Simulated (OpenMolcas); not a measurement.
**Se²⁺: effect of the basis set**

```json
{
  "Program": "OpenMolcas",
  "Method": "SS-CASPT2, IPEA 0.25 Eh, imaginary shift 0.1 Eh (closed shells correlated: 3d 4s)",
  "Active space": "2 electrons in 3 orbitals (4p)",
  "State averaging": "2S+1 = 3 even, 3 roots; 2S+1 = 1 even, 6 roots",
  "Spin-orbit coupling": "state interaction with AMFI integrals over the reference wave functions, term energies averaged over their components"
}
```

A. ANO-RCC-VDZP [5s4p2d], DKH2, point nucleus; CASPT2 step about 0.5 core-seconds
B. ANO-R1 [5s4p3d1f], X2C, finite nucleus; CASPT2 step about 0.6 core-seconds
C. ANO-RCC-VTZP [6s5p3d1f], DKH2, point nucleus; CASPT2 step roughly 1.1 core-seconds
D. ANO-RCC-VQZP [7s6p4d2f1g], DKH2, point nucleus; CASPT2 step about 1.6 core-seconds
E. ANO-R2 [6s6p4d3f1g], X2C, finite nucleus; CASPT2 step roughly 3 core-seconds
F. ANO-R3 [7s6p5d4f2g], X2C, finite nucleus; CASPT2 step of the order of 2.4 core-seconds

Energies in cm-1 above 4s2 4p2 3P0, the measured ground level; measured values from Moore, Atomic Energy Levels, vol. II, NSRDS-NBS 35 (1971 reprint of NBS Circular 467, 1952).

| Level | A | B | C | D | E | F | Measured |
| --- | --- | --- | --- | --- | --- | --- | --- |
| 4s2 4p2 3P0 | 0.0 | 0.0 | 0.0 | 0.0 | 0.0 | 0.0 | 0.0 |
| 4s2 4p2 3P1 | 1462 | 1617 | 1553 | 1521 | 1541 | 1544 | 1741 |
| 4s2 4p2 3P2 | 3470 | 3790 | 3610 | 3520 | 3570 | 3560 | 3937 |
| 4s2 4p2 1D2 | 14200 | 14500 | 13080 | 12690 | 12900 | 12690 | 13032 |
| 4s2 4p2 1S0 | 29940 | 30320 | 28690 | 28060 | 28330 | 27890 |  |

Deviations, from unrounded energies. A percentage is the sum of absolute deviations over the sum of measured energies, with the sign that they share, or ± where signs differ.

| Against measurement | Levels | A | B | C | D | E | F |
| --- | --- | --- | --- | --- | --- | --- | --- |
| mean absolute deviation (cm-1) | 3 | 640 | 580 | 190 | 320 | 230 | 310 |
| fine structure of the ground term (%) | 2 | -13.1 | -4.8 | -9.1 | -11.2 | -10.1 | -10.1 |
| other terms of the ground configuration (%) | 1 | +8.9 | +11.3 | +0.3 | -2.6 | -1.0 | -2.6 |

C lies closest to measurement on these levels and A furthest from it. The largest miss of C in the table is 4s2 4p2 3P2, by -330 cm-1. The ranking rests on the paired levels alone, and a cruder setting can come out closer through cancelling errors.

Among A to F the level of the table that moves most is 4s2 4p2 1S0, by 2400 cm-1 (lowest in F, highest in B). Moves below CASPT2's spread within the term are not significant.

CASPT2 breaks the degeneracy within a term, and the mean is taken; among the terms shown or strongly mixed into the levels shown the widest spread is 110 cm-1 (4s2 4p2 1D, B). With the s shell closed, the reference lacks s² → p² mixing. Computed and measured levels are paired by configuration, term and J; levels that our copy of the source lacks, or whose pairing is in doubt (as where it misses far off the trend of its configuration), stay unpaired and out of the deviations. Only configurations of the active space appear.
